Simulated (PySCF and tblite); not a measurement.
The numbers below are computed, except where a source is named.
Dynamics report: rotation

System: 2,3-difluorophenol, C6H4F2O, numbered as in [OH:1][c:2]1[cH:3][cH:4][cH:5][c:6]([F:7])[c:8]1[F:9].

Motion: rotation about the C2–O1 bond (torsion C3–C2–O1–H from -180° to 0°, rising). Geometries: GFN2-xTB; energies: PBE/pcSseg-1 + D3(BJ); zero-point and thermal terms from GFN2-xTB harmonic modes (soft modes blended into free rotors). Rates follow Eyring's equation with the number of equivalent paths and no tunnelling. (PySCF 2.14 with density fitting, tblite 0.8.)

```
 point  symmetry  E(GFN2) kcal/mol  E(DFT) kcal/mol  ZPE change kcal/mol  lowest mode cm⁻¹  dipole D
 start        Cs               0.0              0.0                 0.00               142      0.96
saddle        C1               7.7              6.3                -0.80              449i      2.75
   end        Cs               2.6              2.8                -0.05               138      3.58
```

* Electronic barrier: 6.3 kcal/mol
* Barrier with zero-point energy: 5.5 kcal/mol
* ΔH‡ (298 K): 5.3 kcal/mol
* ΔS‡ (298 K, symmetry apart): -0.6 cal/(mol K)
* Paths: 2 equivalent paths
* End point: a different minimum
* Mean lifetime of the start against this motion at 298 K: 860 ps
* Cost: 98 s on 1 thread of Arm Neoverse V1, on a host shared with other jobs (rough), peak memory 0.67 GiB, launched as `OMP_NUM_THREADS=1 python ens_run.py task.json out`

| T/K | ΔG‡ kcal/mol | k s⁻¹ | ΔG kcal/mol | k back s⁻¹ |
| --- | --- | --- | --- | --- |
| 150 | 5.5 | 7.1×10⁴ | 2.8 | 8×10⁸ |
| 200 | 5.5 | 9×10⁶ | 2.8 | 9.7×10⁹ |
| 250 | 5.5 | 1.7×10⁸ | 2.8 | 4.5×10¹⁰ |
| 298 | 5.5 | 1.2×10⁹ | 2.8 | 1.2×10¹¹ |
| 350 | 5.5 | 5.1×10⁹ | 2.8 | 2.6×10¹¹ |
| 400 | 5.6 | 1.5×10¹⁰ | 2.7 | 4.7×10¹¹ |
| 500 | 5.7 | 6.7×10¹⁰ | 2.7 | 1×10¹² |

ΔG and ΔG‡ leave out symmetry numbers and mirror images; rates count paths: 2 out, 2 back.
